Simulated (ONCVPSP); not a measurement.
## Pseudopotential generation for N: ONCV, PBE, scalar-relativistic.

ONCVPSP 4.0.1 input, shortened (lines: element, Z, core and valence counts, functional; n l f; lmax; l rc ep ncon nbas qcut; lloc lpopt rc5 dvloc0; l nproj debl; icmod fcfact rcfact), PBE, scalar-relativistic:

```
  N 7.00    1    2        4      upf
    1    0    2.00
    2    0    2.00
    2    1    3.00
    2
    0    1.00    0.00    4    9    5.90
    1    2.10    0.00    4    7    6.10
    2    1.60    0.02    3    6    6.20
    0    5    1.00    0.00
    0    0    2.70
    1    2    1.90
    2    3    3.30
    3    3.25    1.35
```

* Cutoffs needed: 76 Ha and 224 Ha (the cutoffs (Ha) at which the residual kinetic energy of the hardest occupied pseudo-wave falls to 1 and 0.1 mHa per electron)
* Ghost test: no bound ghost flagged; no localised positive-energy state flagged
* Largest excitation error: +2362 meV (all-electron minus pseudo) for 2s2 2p0, out of 4 test configurations
* rms error of d²Exc/dni dnj: 1.14 mHa without and 1.53 mHa with the model core
